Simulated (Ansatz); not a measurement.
Relaxation of BH$_{6}$N$_{3}$ (10 atoms, charge 0, multiplicity 1), to a largest force component of 0.02 eV/Å in at most 40 steps.

The calculation used RKS PBE/STO-3G (Ansatz 0.2.0).

```xyz
10
Properties=species:S:1:pos:R:3
B 0.000 0.000 0.000
N 0.000 0.000 1.550
H -0.877 -0.271 2.080
H 0.877 0.271 2.080
N 1.342 0.000 -0.775
H 1.809 -0.918 -1.027
H 1.794 0.918 -1.053
N -1.342 0.000 -0.775
H -2.011 -0.816 -0.676
H -1.591 0.816 -1.404
```

Where does it end, and by what steps?

The forces met the threshold. Limits of this set-up: minimal basis. After 12 steps the energy has fallen by 2.461 eV; H6 moved furthest, 1.38 Å.

| step | energy less start (eV) | largest force component (eV/Å) | accepted |
| --- | --- | --- | --- |
| 0 | 0.0000 | 4.456 | yes |
| 1 | -1.0302 | 1.375 | yes |
| 2 | -1.4259 | 1.014 | yes |
| 3 | -1.6847 | 0.915 | yes |
| 4 | -1.9019 | 1.084 | yes |
| 5 | -2.0521 | 1.007 | yes |
| 6 | -2.2039 | 0.830 | yes |
| 7 | -2.3380 | 0.557 | yes |
| 8 | -2.4225 | 0.296 | yes |
| 9 | -2.4563 | 0.111 | yes |
| 10 | -2.4597 | 0.178 | yes |
| 11 | -2.4607 | 0.024 | yes |
| 12 | -2.4609 | 0.012 | yes |

```xyz
10
Properties=species:S:1:pos:R:3
B 0.003 -0.019 0.001
N -0.034 0.237 1.424
H -0.842 -0.131 1.977
H 0.846 0.119 1.977
N 1.257 0.020 -0.702
H 1.291 0.142 -1.738
H 2.106 0.430 -0.254
N -1.209 -0.346 -0.700
H -2.139 -0.207 -0.249
H -1.280 -0.244 -1.736
```

Time of the run: 17 s on 1 thread of Arm Neoverse V2 (shared host), peak memory 0.092 GiB.
